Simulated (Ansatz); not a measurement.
Seven cases of atomisation energy with Al to Br (electronic energies, kcal/mol); geometries: B3LYP-D3(BJ)/def2-TZVP. The cases were drawn at random from those of this class that have a high level and all functionals, leaving out states under which another spin lies or may lie. Left out are anions, K, Ca, elements past Kr, ionisation of Li, Na and Mg, pi-pi* triplets of linear molecules and other triplets made from a closed-shell parent. Runs that doubt their state, and full CI more than 15 mEh from coupled cluster, are set aside; a case stays where another high level and all functionals remain. AFQMC serves as high level only in triple zeta or larger, with a steady walk, a bar under 0.8 kcal/mol and agreement with other high levels or trials where they ran; where none ran, an unstable determinant or (outside 3d species) a high T1 diagnostic also bars it, so strongly correlated cases are thinned. No case was kept or dropped by the size of a functional's miss. High levels with a bar over 0.5 kcal/mol are left out too, and the seventh case lies inside the range of the six. Affinities count positive where energy is released, gaps as the second state minus the first. r2SCAN is by Ansatz (a first-principles code) in def2-TZVPD. High levels (Ansatz): P = CCSD(T)/CBS(cc-pV(Q+d)Z,cc-pV(5+d)Z) + [CCSDT(Q) - CCSD(T)]/cc-pV(D+d)Z + core + X2C; Q = CCSD(T)/CBS(cc-pV(Q+d)Z,cc-pV(5+d)Z) + [CCSDT(Q) - CCSD(T)]/cc-pV(T+d)Z + [CCSDTQ - CCSDT(Q)]/cc-pV(D+d)Z + core + X2C; R = CCSD(T)/CBS(cc-pV(T+d)Z,cc-pV(Q+d)Z) + [CCSDT(Q) - CCSD(T)]/cc-pV(D+d)Z + core + X2C; S = CCSD(T)/CBS(cc-pV(T+d)Z,cc-pV(Q+d)Z) + [CCSDT(Q) - CCSD(T)]/cc-pV(T+d)Z + core + X2C; T = CCSD(T)/CBS(cc-pVQZ,cc-pV5Z) + [CCSDT(Q) - CCSD(T)]/cc-pV5Z + [CCSDTQ - CCSDT(Q)]/cc-pVDZ; U = CCSD(T)/CBS(cc-pVQZ,cc-pV5Z) + [CCSDT(Q) - CCSD(T)]/cc-pVQZ + [CCSDTQ - CCSDT(Q)]/cc-pVDZ. Open shells are spin-unrestricted; no spin-orbit coupling. Correlated methods leave the cores frozen (noble-gas shells, and filled d and f shells in the p block). Rows without X2C or -DK are non-relativistic. CBS(X,Y): correlation extrapolated as X^-3, Hartree-Fock from the larger set (Q,5: extrapolated as (X+1)exp(-9√X)). A bracket is a step between two methods taken in the basis named. The functionals are non-relativistic, so their misses hold any scalar relativity. '+ core + X2C': CCSD(T) terms for core correlation (cc-pwCVTZ, 1s frozen past Ne) and scalar relativity (cc-pVTZ-DK). Where a partner has so few electrons that a lower coupled-cluster level is exact, that level stands in. Spin-orbit terms, left out, reach several kcal/mol for Br and I, and more for heavier atoms. The T1 diagnostic of GeSe ([Ge]=[Se], singlet) reaches 0.030 in the sets run.

| case | r2SCAN | level | high level |
|---|---|---|---|
| GeSe (SMILES [Ge]=[Se]) | 122.4 | T | 120.1 |
| BH3S (SMILES BS) | 379.5 | Q | 376.3 |
| HSeF (SMILES F[SeH]) | 159.9 | U | 160.7 |
| C3H7Cl (SMILES CC(C)Cl) | 989.1 | R | 991.5 |
| Br2 (molecular bromine, SMILES BrBr) | 53.3 | U | 52.4 |
| SiHCl2F (SMILES F[SiH](Cl)Cl) | 417.7 | P | 420.0 |
| H3SiO (SMILES [SiH3][O], doublet) | 339.1 | S | withheld |

Fit a straight line from r2SCAN to the high level over the first six rows by least squares, predict the seventh, and compare with the calculation.

Means: r2SCAN 353.65, high level 353.50. Sxx = 589793, Sxy = 592030, slope 1.0038, intercept -1.49 kcal/mol; residual standard deviation 2.2 kcal/mol. Seventh row: 1.0038·(339.1) -1.49 = 338.9 kcal/mol. The calculation gave 336.8 kcal/mol: the line differs from it by +2.1, r2SCAN itself by +2.3.
